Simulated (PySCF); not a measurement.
Two species compared at the same levels of theory.

First species: C3H5FO2.
InChI=1S/C3H5FO2/c1-5-3(4)2-6-3/h2H2,1H3/t3-/m1/s1

Second species: C5H9ClO.
InChI=1S/C5H9ClO/c1-2-5(3-6)4-7/h2,7H,3-4H2,1H3/b5-2+

Levels: PBE0/def2-SVPD for dipole moment, HOMO energy, LUMO energy, HOMO–LUMO gap, static isotropic polarisability and electronic spatial extent ⟨r²⟩ about the centre of nuclear charge; TDDFT PBE0/def2-SVPD for lowest singlet excitation; TDA PBE0/def2-SVPD for lowest triplet excitation (Tamm–Dancoff); GFN2-xTB for rotational constant A and rotational constant C. Geometries: GFN2-xTB. All species are isolated and taken at one optimised geometry, non-relativistic unless stated; the electronic structure was computed with PySCF and density fitting.

Dipoles, sizes and rotational constants follow the conformer. The torsions of the flexible species, by atom-mapped SMILES:
- `[CH3:1][O:2][C@:3]1([F:4])[CH2:5][O:6]1`: C1–O2–C3–F4 -69°
- `[CH3:1]/[CH:2]=[C:3](/[CH2:4][OH:5])[CH2:6][Cl:7]`: C2–C3–C4–O5 -121°, C2–C3–C6–Cl7 -83°, H–O5–C4–C3 63°

**Question.** Which of the two has the higher HOMO energy, and by how much?

**Answer.** The second: -7.43 eV against -8.67 eV, a difference of 1.24 eV.

**Question.** Which has the higher T1 energy?

**Answer.** The first: 7.97 eV against 4.06 eV, a difference of 3.91 eV.

**Question.** Which of the two has the higher rotational constant C, and by how much?

**Answer.** The first: 2.721 GHz against 1.050 GHz, a difference of 1.671 GHz.

**Question.** Which of the two has the higher S1 energy, and by how much?

**Answer.** The first: 8.28 eV against 6.02 eV, a difference of 2.26 eV.

**Question.** Which of the two has the higher LUMO energy, and by how much?

**Answer.** The first: 0.82 eV against -0.59 eV, a difference of 1.41 eV.

**Question.** Which has the higher ⟨r²⟩?

**Answer.** The second: 1126 bohr² against 501 bohr², a difference of 625 bohr².

**Question.** Which has the higher static isotropic polarisability?

**Answer.** The second: 81.5 au against 44.1 au, a difference of 37.4 au.

**Question.** Which of the two has the higher dipole moment, and by how much?

**Answer.** The second: 3.11 D against 1.14 D, a difference of 1.97 D.

On the first: The polarisability is 6.54 Å³ as a volume (1 au = 0.148185 Å³), or 0.92 au for each of the 48 electrons. A dipole of 1.14 D is allowed in C1, and pure rotational transitions are dipole-allowed.

On the second: The polarisability is 12.08 Å³ as a volume (1 au = 0.148185 Å³), or 1.27 au for each of the 64 electrons. A dipole of 3.11 D is allowed in C1, and pure rotational transitions are dipole-allowed.
